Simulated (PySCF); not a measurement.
Excitation energy of Ti by level of theory

Ti [Ar] 3d2 4s2 (3F) → Ti [Ar] 3d2 4s1 5s1 (5F), as a difference of total energies. Computed with PySCF 2.14 in aug-cc-pwCVTZ (10s9p7d4f3g, 127 functions), with the non-relativistic Hamiltonian (point nucleus). Correlated levels: valence: [Ar] frozen; valence and next inner shell: [Ne] frozen; nothing frozen. The calculations carry no spin-orbit coupling.

| method | excitation energy (eV) |
| --- | --- |
| UHF | 3.335 |
| LDA | 4.370 |
| PBE | 4.139 |
| PBE0 | 4.065 |
| r2SCAN | 3.989 |
| wB97X-V | 4.331 |
| wB97M-V | 4.409 |
| BP86 | 4.269 |
| MP2 (valence) | 4.083 |
| SCS-MP2 (valence) | 4.310 |
| MP2 (valence and next inner shell) | 4.248 |
| SCS-MP2 (valence and next inner shell) | 4.397 |
| MP2 (all electrons) | 4.250 |
| SCS-MP2 (all electrons) | 4.399 |

How much does correlation contribute at MP2 (all electrons)?

4.250 − (3.335) = 0.915 eV, measured against UHF.

The promoted electron is Rydberg-like, and one or two diffuse shells describe it only roughly, which tends to raise the upper state.
